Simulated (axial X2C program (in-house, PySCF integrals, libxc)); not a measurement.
AsP⁺: properties at the nuclei

Calculated with an axial X2C code built on PySCF integrals: two-component X2C with atomic mean-field Coulomb and Gaunt terms, Gaussian nuclei, basis As dyall-cv3z, P dyall-v3z with contracted cores.

R = 2.082 Å (near the PBE0 minimum at charge 1 of the determinant lowest at the starting distance; the state shown can have its own minimum elsewhere).

Input and command:
```json
{"zs": [33, 15], "q": 1, "bas": ["dyall-cv3z", "dyall-v3z"], "r0": 2.16, "levels": ["PBE0", "HF", "PBE50", "r2SCAN", "BP86"], "nst": 3}
```
```bash
python soeom.py task.json out
```

Keys: zs atomic numbers; q charge; bas basis sets; r0 starting distance in Å; levels methods; nst determinants followed.

Determinant lowest in the PBE0 search, Ω = 3/2 (⟨Sz⟩ = 0.50, ⟨Lz⟩ = 1.00 at PBE0), spin on the atoms As 0.19, P 0.31:

```
 level  Eeff magnitude (GV/cm)  Ws magnitude As (kHz)  Ws magnitude P (kHz)  A∥/gI As (MHz)  qzz As (a.u.)  A∥/gI P (MHz)  qzz P (a.u.)
  PBE0                   0.105                 0.0215               0.00256             216          -4.81           78.4         -1.94
    HF                   0.212                 0.0477               0.00227            90.6          -5.23            119         -2.17
 PBE50                  0.0812                 0.0165               0.00359             259          -5.02           58.6         -1.96
r2SCAN                   0.113                 0.0229               0.00305             212          -4.72           94.3         -1.94
  BP86                   0.108                 0.0224               0.00201             210          -4.60             89         -1.92
```

Determinant 0.10 eV from it at PBE0 and this distance, Ω = 1/2 (⟨Sz⟩ = -0.49, ⟨Lz⟩ = 0.99 at PBE0), spin on the atoms As -0.23, P -0.26:

```tsv
level	Eeff magnitude (GV/cm)	Ws magnitude As (kHz)	A∥/gI As (MHz)	qzz As (a.u.)	A∥/gI P (MHz)	qzz P (a.u.)
PBE0	0.239	0.217	1000	-4.90	476	-1.91
HF	0.668	0.537	938	-5.33	438	-2.08
PBE50	0.313	0.278	973	-5.08	458	-1.96
r2SCAN	0.115	0.12	1040	-4.82	436	-1.91
BP86	0.208	0.188	1020	-4.69	491	-1.88
```

Eeff is the effective electric field on the electron electric dipole moment in this Ω state and Ws the scalar–pseudoscalar constant of the nucleus named (defined with the proton number Z and per Ω); A∥ (defined per Ω) follows by multiplying with gI = μI/(I μN); qzz is the electric field gradient, eQq0 = 234.96 MHz × Q/barn × qzz. The operators were transformed with the bare-nucleus X2C matrices; with these basis sets, hyperfine constants and field gradients can be off by tens of per cent, and where levels differ in sign neither size nor sign is settled.

Task: With Q(75As) = 0.311 barn (Q from Pyykkö, Mol. Phys. 2018), turn the PBE0 values of the first state into constants in MHz.

Result: eQq0(75As) = 234.96 × (0.311) × (-4.81) = -351 MHz.

Each state is one determinant with collinear spin. Unrestricted Hartree–Fock can overshoot spin polarisation at the nuclei. Where Eeff spreads by more than a factor of two the levels disagree and none is to be relied on. The search compared states at one distance, so a state with another bond length can lie lower. Further determinants of the search, some of them spin-mixed, are not shown. Where a field gradient or hyperfine factor spreads by more than a factor of two over the levels, a constant derived from it is not to be relied on. PBE0 term energies can be off by some tenths of an eV.
